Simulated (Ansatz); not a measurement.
Reaction (redistribution): `C[O][W](=[O])(=[O])[N](C)C` + `N[SiH](F)Br` → `C[N](C)[W](=[O])(=[O])[F]` + `CO[SiH](N)Br`

Isolated molecules relaxed with PBE0-D4/def2-TZVP in Ansatz; ΔE leaves out vibrations. CBS: MP2 limit from def2 TZ/QZ plus the TZ coupled-cluster correction, frozen cores. Functionals use def2-TZVPP. def2 core potentials past Kr. For Br, W outer-core shells are correlated without core-valence functions, which leaves a few kJ/mol of doubt a bond. Scalar relativity is left out up to krypton. One conformer a species, not always the lowest.

Task: Is it downhill or uphill in electronic energy at CCSD(T)/CBS, and by how much? (Estimate.)

Result: Computed: Uphill: ΔE = +15.7 kJ/mol.

Task: What do these levels give: r2SCAN-D4, PBE0-D4, B2PLYP, HF/def2-TZVPP, CCSD/def2-TZVPP, HF/def2-QZVPP? (Estimate.)

Result: Computed: r2SCAN-D4 10.6, PBE0-D4 12.0, B2PLYP 14.9, HF/def2-TZVPP 18.1, CCSD/def2-TZVPP 16.7, HF/def2-QZVPP 18.1 kJ/mol.

Largest T1 diagnostic among the species: 0.021, so the coupled-cluster value is less sure than usual.
